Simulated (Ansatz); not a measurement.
```yaml
crystal:
  periodic: [false, false, false]
  atoms:
    - {symbol: O, position_ang: [-0.349675, 1.403606, -0.810003]}
    - {symbol: B, position_ang: [-0.110611, 0.498404, 0.578918]}
    - {symbol: C, position_ang: [0.702080, -0.891821, 0.081603]}
    - {symbol: Br, position_ang: [-1.026875, -2.062163, -0.268312]}
    - {symbol: H, position_ang: [-0.710509, 2.146204, -0.492320]}
    - {symbol: H, position_ang: [-0.597067, 0.702103, 1.381454]}
    - {symbol: H, position_ang: [1.227650, -0.958805, 0.883287]}
    - {symbol: H, position_ang: [1.047733, -0.719828, -0.999364]}
basis:
  gaussian: {orbitals: def2-TZVP}
hamiltonian: {xc: {name: B2PLYP}}
output: {forces: true}
```

```sh
$ ansatz run in.yaml --threads 2 --pin off --events-out ev --progress --plain --max-ram 4352MiB
```

Output, abridged:

```
Functional definition: B2PLYP
1129 factors; integrals over basis functions are off by at most 1.1e-3 eV
mean field evaluation 1: about -73845.3168 eV, gradient 5.2e1 eV
mean field evaluation 2: about -73845.4071 eV, gradient 5.2e1 eV
mean field evaluation 4: about -73850.3353 eV, gradient 8.0e0 eV
mean field evaluation 8: about -73850.4802 eV, gradient 8.7e-1 eV
mean field evaluation 16: about -73850.4818 eV, gradient 3.6e-4 eV
mean field -73850.48184703 eV, -2713.9551502238 hartree, gradient 3.2e-6 eV, S^2 0.000000; 0 other end points of the search recorded, 0 dependent functions left out
12 core orbitals not correlated: weight in the atoms' cores, before any rotation towards them, 1.000 or more for the frozen orbitals, at most 0.000 for the correlated occupied ones
reference -73850.48200013 eV, -2713.9551558503 hartree; 17, 17 occupied and 136, 136 virtual orbitals, 1129 factors
second order -25.85772277 eV of doubles, -0.00000000 eV of singles
Total energy: -73857.46358528 eV, -2714.2117243722 hartree
Atom 0 at    -0.349675     1.403606    -0.810003 Å, force     3.085024    -6.709718     3.015168 eV/Å
Atom 1 at    -0.110611     0.498404     0.578918 Å, force     4.278131    -1.941853   -15.133565 eV/Å
Atom 2 at     0.702080    -0.891821     0.081603 Å, force    -6.012999     4.039553    -5.871659 eV/Å
Atom 3 at    -1.026875    -2.062163    -0.268312 Å, force     1.637747     0.677705     0.828143 eV/Å
Atom 4 at    -0.710509     2.146204    -0.492320 Å, force    -2.440600     4.723295     1.580059 eV/Å
Atom 5 at    -0.597067     0.702103     1.381454 Å, force    -4.697167     2.481140     8.753851 eV/Å
Atom 6 at     1.227650    -0.958805     0.883287 Å, force     4.070839    -2.700960     4.588823 eV/Å
Atom 7 at     1.047733    -0.719828    -0.999364 Å, force     0.079025    -0.569162     2.239179 eV/Å
Dipole moment:     0.209583     0.310734     0.432248 e Å
```

It took 9.5 s on 2 threads of an AMD EPYC 7R13 on a shared host, with 0.55 GiB of host memory at the peak.
